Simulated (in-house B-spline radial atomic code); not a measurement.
A radial electron density 4πr²n(r) was computed for an atom or ion in its tabulated ground configuration with an all-electron radial atomic-structure program (B-spline basis); method: non-relativistic M06-L, spin-polarised, spherical fractional occupations. Columns: r (bohr), 4πr²n(r) (electrons per bohr), bar.

```
  0.0024   0.9463 #
 0.00285    1.301 #
 0.00339    1.787 ##
 0.00403    2.437 ###
 0.00479      3.3 ####
 0.00569     4.43 #####
 0.00677    5.905 #######
 0.00804    7.761 #########
 0.00956    10.08 ############
  0.0114    12.95 ###############
  0.0135    16.15 ###################
  0.0161    19.88 #######################
  0.0191     23.7 ###########################
  0.0227    27.44 ###############################
   0.027    30.69 ###################################
  0.0321    32.97 ######################################
  0.0381    33.87 #######################################
  0.0453    33.24 ######################################
  0.0539    31.31 ####################################
  0.0641    28.91 #################################
  0.0762    27.24 ###############################
  0.0906    27.45 ###############################
   0.108    30.06 ##################################
   0.128    34.13 #######################################
   0.152    37.73 ###########################################
   0.181    38.34 ############################################
   0.215    34.43 ########################################
   0.256    26.75 ###############################
   0.304    18.69 #####################
   0.361    13.66 ################
   0.429    13.08 ###############
    0.51    15.15 #################
   0.607    16.25 ###################
   0.721    14.19 ################
   0.858    9.585 ###########
    1.02     4.95 ######
    1.21     1.91 ##
    1.44   0.4864 #
    1.71   0.0894 
    2.04  0.01117 
    2.42 0.0007724
```

Problem. Which atom or ion is it?
A. Fe9+
B. Ni9+
C. Cu9+
D. Ni8+

Solution. B. The area under the curve, ∫4πr²n dr = ∫r·4πr²n d(ln r) on this logarithmic grid, is 19 electrons, which only this option has. The configuration is [Ar] 3d1.
